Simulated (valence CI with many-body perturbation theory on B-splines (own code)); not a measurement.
**Hyperfine factors and g values of Lu⁴⁰⁺**

Computed by configuration interaction combined with many-body perturbation theory (CI+MBPT): three valence electrons over a frozen Dirac-Fock core [Ar] 3d10, radial functions for each j: 11 s, 11 p, 9 d, 7 f, 5 g, 2 h, 1 i, with the one-electron correlation potential Σ1, the two-electron term Σ2, the three-electron term Σ3, Breit, model QED; selected CI, second order for the rest (own B-spline code, finite nucleus).

The last digits are not significant, and no measured levels were compared; by estimate large intervals hold to a few tenths of a per cent, small ones and those within an open d or f shell to about a per cent.

A/g_I is the dipole constant over the nuclear g factor μ/I (μ in nuclear magnetons, uniformly magnetised nucleus), B/Q the quadrupole constant per barn. Both hold the static response of the core; the bare values leave it out. Large factors of s and p1/2 electrons are usually good to 5 to 10 %; those of open d and f shells near neutrality can be off by tens of per cent, and small factors of p3/2, d and f electrons come from cancelling terms and can be off by a factor of two or in sign, in half-filled shells by more. B is blank for J = 1/2, where it vanishes, and for nearly pure S terms. Energies count from the lowest level.

Levels are named by their leading jj configuration (3d3/2^4 stands for four electrons in 3d with j = 3/2), which in mixed levels can hold well under half, so a name can repeat and another be missing. Letters in brackets count levels of one name in rising energy.

| Level | E (eV) | g | A/g_I (MHz) | A/g_I bare | B/Q (MHz/b) | B/Q bare |
| --- | --- | --- | --- | --- | --- | --- |
| (4s^2 4p1/2) J=1/2 | 0.00 | 0.660 | 412000 | 398000 |  |  |
| (4s^2 4p3/2) J=3/2 | 78.66 | 1.330 | 50700 | 48800 | 100000 | 96700 |
| (4s 4p1/2^2) J=1/2 | 89.17 | 2.222 | 1240000 | 1200000 |  |  |
| (4s 4p1/2 4p3/2) J=3/2 [a] | 155.77 | 1.663 | 303000 | 293000 | 81100 | 78300 |
| (4s 4p1/2 4p3/2) J=5/2 | 163.55 | 1.365 | 364000 | 352000 | 64800 | 62600 |
| (4s 4p1/2 4p3/2) J=3/2 [b] | 174.71 | 0.969 | 5980 | 5840 | 69700 | 67400 |
| (4s 4p1/2 4p3/2) J=1/2 | 177.35 | 1.221 | -417000 | -403000 |  |  |
| (4s^2 4d3/2) J=3/2 | 228.29 | 0.834 | 13200 | 13500 | 8460 | 8520 |
| (4s 4p3/2^2) J=5/2 | 233.98 | 1.370 | 205000 | 198000 | 11800 | 11500 |
| (4s^2 4d5/2) J=5/2 | 250.62 | 1.253 | 112000 | 109000 | 44500 | 43200 |
| (4s 4p3/2^2) J=1/2 | 256.01 | 1.880 | 1280000 | 1240000 |  |  |
| (4s 4p3/2^2) J=3/2 | 259.76 | 1.185 | -184000 | -177000 | -21800 | -21200 |
| (4p1/2^2 4p3/2) J=3/2 | 264.54 | 1.327 | 45200 | 44100 | 93100 | 89900 |
| (4s 4p1/2 4d3/2) J=3/2 [a] | 298.81 | 0.499 | -115000 | -111000 | 21300 | 20900 |
| (4s 4p1/2 4d3/2) J=5/2 | 304.96 | 1.047 | 326000 | 315000 | 447 | 763 |
| (4s 4p1/2 4d3/2) J=1/2 | 317.46 | 0.384 | -511000 | -493000 |  |  |
| (4s 4p1/2 4d3/2) J=3/2 [b] | 318.08 | 1.314 | 312000 | 302000 | 13300 | 12900 |
| (4s 4p1/2 4d5/2) J=5/2 [a] | 322.54 | 1.324 | 100000 | 97700 | 12000 | 11900 |
| (4s 4p1/2 4d5/2) J=7/2 | 327.33 | 1.251 | 242000 | 234000 | -762 | -393 |
| (4s 4p1/2 4d5/2) J=3/2 | 328.79 | 1.291 | -183000 | -176000 | -10900 | -10400 |
| (4s 4p1/2 4d5/2) J=5/2 [b] | 330.64 | 1.168 | 76400 | 74400 | 9040 | 8870 |
| (4p1/2 4p3/2^2) J=5/2 | 346.01 | 1.078 | 84300 | 81700 | 38900 | 37700 |
| (4p1/2 4p3/2^2) J=3/2 | 348.37 | 1.208 | -91900 | -88100 | 29500 | 28700 |
| (4p1/2 4p3/2^2) J=1/2 | 348.63 | 0.660 | 402000 | 387000 |  |  |
| (4s 4p3/2 4d3/2) J=5/2 [a] | 385.14 | 1.239 | 174000 | 169000 | 35000 | 33700 |
| (4s 4p3/2 4d3/2) J=3/2 [a] | 385.43 | 1.340 | 203000 | 197000 | -7160 | -7110 |
| (4s 4p3/2 4d3/2) J=1/2 [a] | 385.49 | 2.324 | 663000 | 640000 |  |  |
| (4s 4p3/2 4d3/2) J=7/2 | 387.08 | 1.265 | 185000 | 179000 | 85700 | 82900 |
| (4s 4p3/2 4d5/2) J=9/2 | 392.02 | 1.330 | 165000 | 160000 | 122000 | 118000 |
| (4s^2 4f5/2) J=5/2 | 392.80 | 0.905 | -75.0 | 407 | 23200 | 22200 |
| (4s 4p3/2 4d3/2) J=3/2 [b] | 397.66 | 1.005 | -18400 | -17300 | -54900 | -53100 |
| (4s^2 4f7/2) J=7/2 | 400.85 | 1.209 | 57400 | 56000 | -3210 | -3520 |
| (4s 4p3/2 4d5/2) J=5/2 [a] | 402.97 | 1.347 | 253000 | 245000 | -53500 | -51700 |
| (4s 4p3/2 4d5/2) J=3/2 [a] | 404.08 | 1.212 | -54100 | -51600 | -62000 | -59900 |
| (4p1/2^2 4d3/2) J=3/2 | 404.26 | 0.766 | 25300 | 24600 | 17100 | 16900 |
| (4s 4p3/2 4d3/2) J=1/2 [b] | 406.84 | 0.589 | 139000 | 135000 |  |  |
| (4s 4p3/2 4d5/2) J=7/2 [a] | 409.98 | 1.169 | 13100 | 13100 | 110000 | 107000 |
| (4s 4p3/2 4d3/2) J=5/2 [b] | 414.85 | 0.968 | -40300 | -38400 | 32400 | 31400 |
| (4s 4p3/2 4d5/2) J=1/2 | 420.72 | 0.685 | -348000 | -335000 |  |  |
| (4s 4p3/2 4d5/2) J=7/2 [b] | 423.26 | 1.182 | 59900 | 58400 | 51500 | 49800 |

Task: Take the isotope of mass number 175, with I = 7/2, μ = 2.2257 μN and Q = 3.49 b. What is the hyperfine structure of (4s 4p1/2 4p3/2) J=5/2?

Result: From the table A = 232000 MHz, B = 226000 MHz. Shifts from the centre of gravity in MHz: F = 1: -2490000, F = 2: -2090000, F = 3: -1470000, F = 4: -590000, F = 5: 578000, F = 6: 2090000.
